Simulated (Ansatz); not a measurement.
Which method gave which barrier?

Saddle point of CH5GaO, singlet (CH₅GaO ([CH3][GaH][OH]) → GaHO ([O][GaH]) + CH₄; bonds formed: C2–H4; bonds broken: Ga1–C2, O3–H4), PBE0-D4/def2-TZVP structure:

Ga1  (-1.118, -0.211, -0.827)
C2  (0.665, 0.292, 0.499)
O3  (-0.644, -1.823, -0.522)
H4  (0.203, -0.917, 0.128)
H5  (-1.852, 1.039, -1.334)
H6  (0.124, 0.882, 1.244)
H7  (1.151, 0.957, -0.221)
H8  (1.472, -0.219, 1.034)
(Å)

Computed with Ansatz 0.2.0 (basis: def2-TZVPP, with def2-QZVPP for the basis limit); correlated methods freeze the cores. Filled d shells of the heavier atoms are correlated. The def2 sets are not built for correlating such inner shells, so the correlated values are less sure here. B3LYP uses VWN-RPA correlation. Extrapolation: Hartree–Fock as exp(−7.88 √X), correlation as X^−2.97. Four methods, as single points on the PBE0-D4 structures, gave these electronic barriers from the start structure: 241.1, 285.8, 293.1, 376.0 kJ/mol.

Problem. The methods were, in alphabetical order, B3LYP-D4, CCSD(T), HF, SPW92. Which gave which? (Judge from chemistry; the calculation decides.)

Solution. By the calculation: SPW92 241.1; B3LYP-D4 285.8; CCSD(T) 293.1; HF 376.0 kJ/mol. For comparison, CCSD(T) at an estimated basis limit (MP2 extrapolated from triple and quadruple zeta, plus CCSD(T) − MP2 in triple zeta) gives 294.8 kJ/mol.

No T1 diagnostic of these runs exceeds 0.026. The T1 diagnostic is large here, which may signal multireference character or strong orbital relaxation, so CCSD(T) is less sure.

Labels in which every atom is bracketed show which atoms are joined, not bond orders.

For scale, one of the runs: CCSD(T)/def2-TZVPP, 180 basis functions, launched by `ansatz run in.yaml --threads 2 --pin off --events-out ev --progress --plain --max-ram 4352MiB`. Time: 51 s of wall clock on 2 CPU threads of an Intel Xeon Platinum 8259CL; the host was shared. Peak host memory: 1.8 GiB.
